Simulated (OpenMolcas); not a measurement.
**Sr+: effect of correlating more closed shells**

| Property | Result |
| --- | --- |
| Program | OpenMolcas 26.06 |
| Basis | ANO-RCC-VTZP [7s6p3d1f] |
| Scalar Hamiltonian | DKH2, point nucleus |
| Active space | 1 electron in 4 orbitals (5s 5p) |
| State averaging | 2S+1 = 2 even, 1 root; 2S+1 = 2 odd, 3 roots |
| Spin-orbit coupling | state interaction with AMFI integrals over the reference wave functions, term energies averaged over their components |

Methods on the same reference wave functions:
A. CASSCF
B. SS-CASPT2, IPEA 0.25 Eh, imaginary shift 0.1 Eh (closed shells correlated: 4s 4p)
C. SS-CASPT2, IPEA 0.25 Eh, imaginary shift 0.1 Eh (closed shells correlated: 3d 4s 4p)

Energies in cm⁻¹ above 5s ²S_1/2, the measured ground level; measured values from NIST Handbook of Basic Atomic Spectroscopic Data.

```csv
Level,A,B,C,Measured
5s ²S_1/2,0.0,0.0,0.0,0.0
5p ²P°_1/2,21854,23684,23720,23715
5p ²P°_3/2,22382,24213,24248,24517
```

Deviations, from unrounded energies. A percentage is the sum of absolute deviations over the sum of measured energies, with the sign that they share, or ± where signs differ.

```tsv
Against measurement	Levels	A	B	C
mean absolute deviation (cm-1)	2	2000	170	140
other configurations (%)	2	-8.3	-0.7	±0.6
```

C lies closest to measurement on these levels and A furthest from it. The largest miss of C in the table is 5p ²P°_3/2, by -270 cm-1. The ranking rests on the paired levels alone, and a cruder setting can come out closer through cancelling errors.

Between B and C the level of the table that moves most is 5p ²P°_3/2, by 36 cm-1 (lowest in B, highest in C).

The lowest spin-free term lies below A's lowest term by 0.188 hartree in B, 0.223 hartree in C.

What an inner shell adds also hangs on whether the basis holds functions to correlate it.

ANO sets are built for ground and valence states and can reach diffuse excited orbitals poorly. With one active electron the reference holds no correlation, so core polarisation is missing (holds for A). With one active electron, CASPT2 adds the correlation within the correlated inactive shells and between them and that electron, and leaves the splitting within a term as the reference gives it (holds for B; C). Measured partners are found by configuration, term and J. A level has none where our copy of the source lacks it or the pairing is in doubt (some pairs that miss far off the trend of their configuration count as doubtful), and it then counts in no deviation. Levels of configurations outside the active space are missing.

° marks odd parity.
